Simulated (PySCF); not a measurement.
# Polarisability and C₆ of Mn²⁺ (manganese, charge +2)

[Ar] 3d5, high-spin 6S determinant. Calculation: PySCF 2.14, in ANO-RCC-VTZP; scalar relativity by spin-free X2C-1e. Coupled (time-dependent) response in atomic units; α is the mean over directions. The basis has no added diffuse functions, which lowers α and C₆.

```
method  mean α (bohr³)  C₆ (like pair)  S(−4)
  MN15           3.682           10.73  8.665
```

S(−4) is the Cauchy moment in α(ω) = α(0) + S(−4) ω² + …

α(iu) at MN15:

| u (hartree) | α(iu) (bohr³) |
| --- | --- |
| 0 | 3.682 |
| 0.0500 | 3.661 |
| 0.100 | 3.599 |
| 0.200 | 3.388 |
| 0.300 | 3.122 |
| 0.500 | 2.629 |
| 0.750 | 2.181 |
| 1.00 | 1.862 |
| 1.50 | 1.406 |
| 2.00 | 1.083 |
| 3.00 | 0.6761 |
| 5.00 | 0.3222 |

For an ion, C₆ is the dispersion term alone; charge-induced terms of lower order in 1/R come first.
